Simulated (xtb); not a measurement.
norbornene (C₇H₁₀), singlet, from a rough starting geometry; GFN2-xTB (xtb 6.7.1).

Input for xtb:
```
$ xtb mol.xyz --gfn 2 --opt vtight --json

# file mol.xyz
17

C      1.42036071     0.46919114    -0.57650634
C      0.77592418     1.42374389     0.03369908
C     -0.36870073     0.81651617     0.75722187
C     -1.43512784     0.26491036    -0.23230767
C     -0.59618145    -0.87398413    -0.99123476
C      0.75836113    -0.78947522    -0.25828930
C      0.35354352    -0.54999032     1.20526601
H      2.26718621     0.60896964    -1.28024741
H      0.97924962     2.51926674    -0.04004319
H     -0.76488328     1.37162399     1.67426133
H     -1.75464050     1.03331155    -0.96127257
H     -2.24008384    -0.13236867     0.34390873
H     -0.52077247    -0.68042532    -2.05418184
H     -1.08577023    -1.84441326    -0.78134219
H      1.40572186    -1.78890550    -0.37320937
H      1.21485864    -0.34558191     1.86018498
H     -0.37000742    -1.29948510     1.60571971
```

What the program printed (banner, timings and long lists left out):

```
   ID    Z sym.   atoms
    1    6 C      1-7
    2    1 H      8-17

           -------------------------------------------------
          |                Calculation Setup                |
           -------------------------------------------------

           -------------------------------------------------
          |                 G F N 2 - x T B                 |
           -------------------------------------------------

          ...................................................
          :                      SETUP                      :
          :.................................................:
          :  # basis functions                  38          :
          :  # atomic orbitals                  38          :
          :  # shells                           24          :
          :  # electrons                        38          :
          :  max. iterations                   250          :
          :  Hamiltonian                  GFN2-xTB          :
          :  restarted?                      false          :
          :  GBSA solvation                  false          :
          :  PC potential                    false          :
          :  electronic temp.          300.0000000     K    :
          :  accuracy                    1.0000000          :
          :  -> integral cutoff          0.2500000E+02      :
          :  -> integral neglect         0.1000000E-07      :
          :  -> SCF convergence          0.1000000E-05 Eh   :
          :  -> wf. convergence          0.1000000E-03 e    :
          :  Broyden damping             0.4000000          :
          :  net charge                          0          :
          :  unpaired electrons                  0          :
          ...................................................

 iter      E             dE          RMSdq      gap      omega  full diag
   1    -20.2979610 -0.202980E+02  0.297E+00    5.25       0.0  T
   2    -20.3396098 -0.416488E-01  0.172E+00    5.20       1.0  T
   3    -20.3401357 -0.525871E-03  0.780E-01    5.16       1.0  T
   4    -20.3400881  0.475266E-04  0.188E-01    5.16       1.0  T
   5    -20.3404482 -0.360013E-03  0.730E-02    5.16       1.0  T
   6    -20.3404873 -0.391516E-04  0.363E-02    5.16       1.0  T
   7    -20.3404906 -0.326099E-05  0.935E-03    5.16       2.6  T
   8    -20.3404911 -0.582970E-06  0.116E-03    5.16      20.9  T
   9    -20.3404912 -0.613491E-08  0.584E-04    5.16      41.5  T
  10    -20.3404912 -0.439101E-09  0.919E-05    5.16     263.8  T

   *** convergence criteria satisfied after 10 iterations ***

         :::::::::::::::::::::::::::::::::::::::::::::::::::::
         ::                     SUMMARY                     ::
         :::::::::::::::::::::::::::::::::::::::::::::::::::::
         :: total energy             -20.046472861391 Eh    ::
         :: gradient norm              0.151559165203 Eh/a0 ::
         :: HOMO-LUMO gap              5.159014107260 eV    ::
         ::.................................................::
         :: SCC energy               -20.340463013499 Eh    ::
         :: -> isotropic ES            0.001691754941 Eh    ::
         :: -> anisotropic ES          0.004290051523 Eh    ::
         :: -> anisotropic XC          0.014372962909 Eh    ::
         :: -> dispersion             -0.012302031226 Eh    ::
         :: repulsion energy           0.293990152108 Eh    ::
         :: add. restraining           0.000000000000 Eh    ::
         :: total charge              -0.000000000000 e     ::
         :::::::::::::::::::::::::::::::::::::::::::::::::::::

      -----------------------------------------------------------
     |                   =====================                   |
     |                        A N C O P T                        |
     |                   =====================                   |
     |               Approximate Normal Coordinate               |
[...]
 * total energy  :   -20.0464729 Eh     change       -0.2125589E-10 Eh
 * total energy  :   -20.0647635 Eh     change       -0.1829064E-01 Eh
 * total energy  :   -20.0673145 Eh     change       -0.2551000E-02 Eh
 * total energy  :   -20.0676946 Eh     change       -0.3801328E-03 Eh
 * total energy  :   -20.0677238 Eh     change       -0.2916393E-04 Eh
 * total energy  :   -20.0677305 Eh     change       -0.6656672E-05 Eh
 * total energy  :   -20.0677308 Eh     change       -0.3714263E-06 Eh
 * total energy  :   -20.0677315 Eh     change       -0.6572700E-06 Eh
 * total energy  :   -20.0677315 Eh     change       -0.3252473E-07 Eh
   *** GEOMETRY OPTIMIZATION CONVERGED AFTER 9 ITERATIONS ***
         :: total energy             -20.067731511986 Eh    ::
[...]
        38                          0.6781577              18.4536
      -------------------------------------------------------------
                  HL-Gap            0.1853973 Eh            5.0449 eV
             Fermi-level           -0.2900194 Eh           -7.8918 eV

     #   Z          covCN         q      C6AA      α(0)
     1   6 C        2.994    -0.041    29.017     8.836
     2   6 C        2.994    -0.041    29.017     8.836
     3   6 C        4.035    -0.016    20.780     6.475
     4   6 C        3.844    -0.057    21.565     6.606
     5   6 C        3.844    -0.057    21.565     6.606
     6   6 C        4.035    -0.016    20.780     6.475
     7   6 C        3.920    -0.058    21.550     6.598
     8   1 H        0.926     0.025     2.655     2.548
     9   1 H        0.926     0.025     2.655     2.548
    10   1 H        0.925     0.025     2.665     2.553
    11   1 H        0.925     0.030     2.589     2.516
    12   1 H        0.925     0.032     2.552     2.498
    13   1 H        0.925     0.030     2.589     2.516
    14   1 H        0.925     0.032     2.552     2.498
    15   1 H        0.925     0.025     2.665     2.553
    16   1 H        0.925     0.030     2.585     2.514
    17   1 H        0.925     0.032     2.552     2.498

 Mol. C6AA /au·bohr⁶  :       2488.272759
 Mol. C8AA /au·bohr⁸  :      56469.516422
 Mol. α(0) /au        :         75.676160

Wiberg/Mayer (AO) data.
largest (>0.10) Wiberg bond orders for each atom

 ---------------------------------------------------------------------------
     #   Z sym  total        # sym  WBO       # sym  WBO       # sym  WBO
 ---------------------------------------------------------------------------
     1   6 C    3.987 --     2 C    1.921     6 C    1.012     8 H    0.972
     2   6 C    3.987 --     1 C    1.921     3 C    1.012     9 H    0.972
     3   6 C    3.994 --     2 C    1.012     7 C    0.989    10 H    0.973
                             4 C    0.969
     4   6 C    3.997 --     5 C    1.009    11 H    0.982    12 H    0.979
                             3 C    0.969
     5   6 C    3.997 --     4 C    1.009    13 H    0.982    14 H    0.979
                             6 C    0.969
     6   6 C    3.994 --     1 C    1.012     7 C    0.989    15 H    0.973
                             5 C    0.969
     7   6 C    3.995 --     6 C    0.989     3 C    0.989    16 H    0.979
                            17 H    0.978
     8   1 H    0.999 --     1 C    0.972
     9   1 H    0.999 --     2 C    0.972
    10   1 H    0.999 --     3 C    0.973
    11   1 H    0.999 --     4 C    0.982
    12   1 H    0.999 --     4 C    0.979
    13   1 H    0.999 --     5 C    0.982
    14   1 H    0.999 --     5 C    0.979
    15   1 H    0.999 --     6 C    0.973
    16   1 H    0.999 --     7 C    0.979
    17   1 H    0.999 --     7 C    0.978
 ---------------------------------------------------------------------------

Topologies differ in total number of bonds
Writing topology from bond orders to xtbtopo.mol

molecular dipole:
                 x           y           z       tot (Debye)
 q only:       -0.113      -0.093       0.023
   full:       -0.144      -0.094      -0.009       0.439
molecular quadrupole (traceless):
                xx          xy          yy          xz          yz          zz
 q only:       -0.073      -0.123       0.069      -0.097       0.054       0.004
  q+dip:       -0.564      -0.111       1.005      -1.519      -0.114      -0.441
   full:       -0.329      -0.080       0.458      -0.702      -0.120      -0.129

optimized geometry written to: xtbopt.xyz

           -------------------------------------------------
          | TOTAL ENERGY              -20.067731511986 Eh   |
          | GRADIENT NORM               0.000066744103 Eh/α |
          | HOMO-LUMO GAP               5.044918257376 eV   |
           -------------------------------------------------
```
